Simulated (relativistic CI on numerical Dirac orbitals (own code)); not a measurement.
Magnetism of Pm³⁺, 4f4, in a crystal field

Calculated by Dirac-Coulomb-Breit CI, orbitals from a KLI potential per configuration, a model potential for QED, valence Slater integrals scaled by 0.8, one configuration in a parametric crystal field (own radial code).

Field parameters in Wybourne normalisation; cubic f-shell fields have B⁴₄ = √(5/14) B⁴₀ and B⁶₄ = −√(7/2) B⁶₀. The field is a parameter set, without covalency.

S is read from ⟨S²⟩ = S(S + 1).

Powder χT (cm³ K mol⁻¹) by Van Vleck's formula, with temperature-independent terms:

| Field | 2 K | 5 K | 10 K | 20 K | 50 K | 100 K | 200 K | 300 K |
| --- | --- | --- | --- | --- | --- | --- | --- | --- |
| C2v, B20 = 740, B22 = 90, B40 = 680, B42 = -260, B44 = 190, B60 = 400, B62 = 100, B64 = -590, B66 = -390 cm⁻¹ | 0.0506 | 0.127 | 0.247 | 0.415 | 0.644 | 0.795 | 0.912 | 0.977 |
| D3d, B20 = 210, B40 = 960, B43 = 1320, B60 = 600, B63 = 740, B66 = -260 cm⁻¹ | 0.0471 | 0.12 | 0.236 | 0.38 | 0.576 | 0.736 | 0.879 | 0.956 |
| D3h, B20 = 540, B40 = -30, B60 = -370, B66 = 210 cm⁻¹ | 0.209 | 0.307 | 0.446 | 0.615 | 0.807 | 0.899 | 0.964 | 1.01 |
| D4h, B20 = -600, B40 = -1160, B44 = 1390, B60 = -280, B64 = -720 cm⁻¹ | 0.0245 | 0.0648 | 0.169 | 0.356 | 0.577 | 0.718 | 0.864 | 0.948 |
| Oh, B40 = 1750, B60 = 440 cm⁻¹ | 0.568 | 0.573 | 0.582 | 0.598 | 0.648 | 0.734 | 0.867 | 0.949 |
| Oh, B40 = 1910, B60 = 830 cm⁻¹ | 0.54 | 0.544 | 0.551 | 0.564 | 0.593 | 0.652 | 0.778 | 0.878 |

Question: For D3h, B20 = 540, B40 = -30, B60 = -370, B66 = 210 cm⁻¹: what effective moment follows at 300 K?

Answer: μ_eff = √(8χT) = 2.84 μB. The LS value g√(J(J + 1)) of the free ion's ⁵I4 level is 2.68 μB.
